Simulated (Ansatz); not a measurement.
Basis-set series for CH5ClFNSi2, SMILES `F/C(=N\[SiH3])[SiH2]Cl`. The species carries charge 0 and has multiplicity 1. The structure was optimised at the PBE0-D4/def2-TZVP level. It is one conformer, not always the lowest.

Z-matrix (Å, degrees):
```
Si
N 1 1.744
H 1 1.482 2 106.4
H 1 1.482 2 106.4 3 117.2
H 1 1.485 2 114.5 3 -121.4
C 2 1.238 1 132.7 3 122.0
F 6 1.357 2 123.3 1 0.1
Si 6 1.897 2 119.6 1 -179.0
Cl 8 2.044 6 111.2 2 -173.6
H 8 1.478 6 107.7 2 66.8
H 8 1.477 6 107.5 2 -53.7
```

```
functional       basis  functions  energy (Eh)  HOMO (eV)  LUMO (eV)
   PBE0-D4    def2-SVP        121  -1233.86494      -7.96      -1.26
   PBE0-D4  def2-QZVPP        531  -1234.50521      -8.11      -1.48
   ωB97M-V    def2-SVP        121  -1234.32994     -10.16       0.97
   ωB97M-V  def2-QZVPP        531  -1234.97292     -10.36       0.67
```

Give the rows for def2-TZVPP. (Best estimate.)

Ansatz gave: 
| functional | basis | functions | energy (Eh) | HOMO (eV) | LUMO (eV) |
| --- | --- | --- | --- | --- | --- |
| PBE0-D4 | def2-TZVPP | 289 | -1234.46163 | -8.09 | -1.43 |
| ωB97M-V | def2-TZVPP | 289 | -1234.93233 | -10.33 | 0.73 |

Positive LUMOs are unbound and depend on the basis.
